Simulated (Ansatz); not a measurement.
Reaction (formal exchange of groups at a Ge–O bond): `C#[C][GeH2][OH]` + CH₄ → `C#[C][GeH2][CH3]` + H₂O

Computed with Ansatz on PBE0-D4/def2-TZVP structures; ΔE is electronic, products minus reactants. CBS: MP2 limit from def2 TZ/QZ plus the TZ coupled-cluster correction, frozen cores. This one scheme is used for every species. DFT in def2-TZVPP. B3LYP here is the variant with VWN-RPA as its local correlation; programs differ in this. HSE06 is defined as in plane-wave codes. For Ge outer-core shells are correlated without core-valence functions, which leaves a few kJ/mol of doubt a bond. Scalar relativity is left out up to krypton. One conformer a species, not always the lowest.

```csv
level,ΔE (kcal/mol),difference from CCSD(T)/CBS
LDA (SPW92),7.0,-0.5
PBE-D4,7.9,0.4
revPBE-D4,7.9,0.4
BLYP-D4,10.0,2.5
B97M-V,10.9,3.4
PBE0-D4,7.5,0.0
B3LYP-D4,9.6,2.1
r2SCAN0-D4,8.7,1.2
HSE06-D4,7.5,0.0
BHLYP-D4,9.9,2.4
ωB97X-V,9.3,1.8
ωB97M-V,8.7,1.2
B2PLYP,10.0,2.5
PBE-QIDH,8.1,0.6
PBE,8.4,0.9
revPBE,8.7,1.2
BLYP,10.9,3.4
r2SCAN,9.6,2.1
PBE0,8.0,0.5
B3LYP,10.3,2.8
r2SCAN0,8.9,1.4
HSE06,8.0,0.5
BHLYP,10.6,3.1
CAM-B3LYP,10.4,2.9
LC-ωPBE,8.4,0.9
RPA@PBE/def2-TZVPP,8.6,1.1
HF/def2-SVP,12.0,4.5
MP2/def2-SVP,11.3,3.8
CCSD/def2-SVP,11.2,3.7
CCSD(T)/def2-SVP,11.1,3.6
HF/def2-TZVPP,12.1,4.6
MP2/def2-TZVPP,8.2,0.7
SCS-MP2/def2-TZVPP,9.5,2.0
CCSD/def2-TZVPP,8.5,1.0
CCSD(T)/def2-TZVPP,8.3,0.8
MP2/def2-QZVPP,7.8,0.3
SCS-MP2/def2-QZVPP,9.1,1.6
HF/CBS(def2),12.3,4.8
MP2/CBS(def2),7.4,-0.1
CCSD/CBS(def2),7.7,0.2
CCSD(T)/CBS,7.5,0
```

Largest T1 diagnostic among the species: 0.012.

From r2SCAN to r2SCAN0 (25 % exact exchange), in def2-TZVPP and without D4, ΔE moves by −0.7 kcal/mol. At CCSD(T), def2-SVP lies +3.6 kcal/mol from the extrapolated value and def2-TZVPP +0.8 kcal/mol.
